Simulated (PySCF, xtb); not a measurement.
MgF2, SMILES [F][Mg][F].

GFN2-xTB run with xtb at its own geometry gives an orbital gap of 2.73 eV and a dipole moment of 3.76 D.

Geometry: ωB97X-D3(BJ)/def2-TZVP. The isomer is the one that the SMILES or the coordinates give; other isomers of the formula were not compared.

### Question
What does PBE0/def2-TZVPD in PySCF give? (An estimate is asked for; the answer gives what the named calculation found.)

### Answer
gap 8.50 eV (levels -10.28 and -1.77 eV), dipole 0.00 D.
